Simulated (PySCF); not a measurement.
Se(Et)(OMe) (C3H8OSe), SMILES CO[Se]CC. Atoms are numbered in the order given.

```xyz
13

Se    -0.1668    -0.0215     0.8309
C     -0.0044    -1.6266    -0.2807
C     -0.4770    -1.4502    -1.7166
H     -0.6034    -2.3751     0.2662
H      1.0485    -1.9423    -0.2336
H      0.1235    -0.6809    -2.2244
H     -1.5351    -1.1499    -1.7566
H     -0.3590    -2.3930    -2.2771
O      0.9521     1.0404    -0.1614
C      0.3018     2.0625    -0.9036
H     -0.2028     2.7964    -0.2501
H      1.0990     2.5779    -1.4625
H     -0.4387     1.6593    -1.6170
```

Geometry: TPSSh-D3(BJ)/def2-SVP. Other conformers were not sampled.

Method: PBE/def2-TZVP in PySCF.

ESP charges are fitted to the potential on shells at 1.4 to 2.0 van der Waals radii. Atomic charges (e):

```csv
atom,ESP fit,Mulliken,Löwdin,IAO
Se1,-0.07,0.14,0.40,0.35
C2,-0.11,-0.25,-0.48,-0.37
C3,-0.24,-0.34,-0.35,-0.43
H4,0.14,0.12,0.13,0.16
H5,0.09,0.14,0.13,0.16
H6,0.12,0.14,0.13,0.15
H7,0.08,0.12,0.12,0.15
H8,0.07,0.12,0.12,0.15
O9,-0.20,-0.33,-0.08,-0.51
C10,-0.11,-0.20,-0.43,-0.22
H11,0.10,0.12,0.10,0.13
H12,0.09,0.12,0.11,0.16
H13,0.04,0.11,0.10,0.13
```

Computed Mayer and Wiberg (Löwdin basis) orders of the bonds:
```csv
bond,Mayer,Wiberg
Se1–C2,1.06,1.42
C2–C3,1.00,1.35
C2–H4,0.93,0.86
C2–H5,0.95,0.87
C3–H6,0.96,0.90
C3–H7,0.96,0.91
C3–H8,0.95,0.89
Se1–O9,0.97,1.39
O9–C10,0.99,1.60
C10–H11,0.97,0.94
C10–H12,0.95,0.93
C10–H13,0.96,0.94
```
